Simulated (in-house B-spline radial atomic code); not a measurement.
Configurations of In⁵⁺, with energies counted from [Kr] 4d8. Method: scalar-relativistic (X2C) B97-1, spin-polarised, spherical fractional occupations, Fermi nucleus of rms radius 4.6156 fm. Calculated with a B-spline radial code for spherical atoms. Shells without spins written out take the highest spin.

Caution: exact exchange at fractional occupations of open shells leaves self-interaction of up to several eV.

Occupations are held fixed; configurations that lie above the ionisation limit could autoionise.

```csv
configuration,E - E(ref) (eV),highest orbital,its <r> (bohr)
"[Kr] 4d(4 up, 4 down)",1.8192,4d up,1.074
[Kr] 4d7 4f1,54.454,4f up,1.943
[Ar] 3d10 4s2 4p5 4d9,64.132,4d down,1.074
[Kr] 4d7 5f1,67.628,5f up,3.998
[Ar] 3d10 4s2 4p5 4d8 5p1,102.92,5p up,2.16
[Ar] 3d10 4s2 4p5 4d8 5f1,133.24,5f up,3.959
"[Ar] 3d(5 up, 4 down) 4s2 4p6 4d(5 up, 4 down)",436.76,4d down,1.046
```

(1) Order these further configurations by energy, lowest first.
A. [Ar] 3d10 4s2 4p5 4d8 5d1
B. [Ar] 3d9 4s2 4p6 4d8 5p1
C. [Kr] 4d(3 up, 4 down) 5f(1 up, 0 down)
D. [Ar] 3d10 4s2 4p(3 up, 2 down) 4d(5 up, 3 down) 5p(0 up, 1 down)
E. [Ar] 3d(5 up, 4 down) 4s2 4p6 4d(3 up, 5 down) 4f(0 up, 1 down)

(2) How far above the reference does [Kr] 4d7 5d1 lie?

(3) How far above the reference does [Kr] 4d7 5s1 lie?

(4) How far above the reference does [Ar] 3d9 4s2 4p6 4d8 5s1 lie?

## Answers

(1) C (71.706 eV), D (103.46 eV), A (118.69 eV), B (478.05 eV), E (496.15 eV).

(2) 53.088 eV; its least bound orbital is 5d up with <r> = 2.745 bohr.

(3) 25.31 eV; its least bound orbital is 5s up with <r> = 1.923 bohr.

(4) 465.9 eV; its least bound orbital is 5s up with <r> = 1.905 bohr.
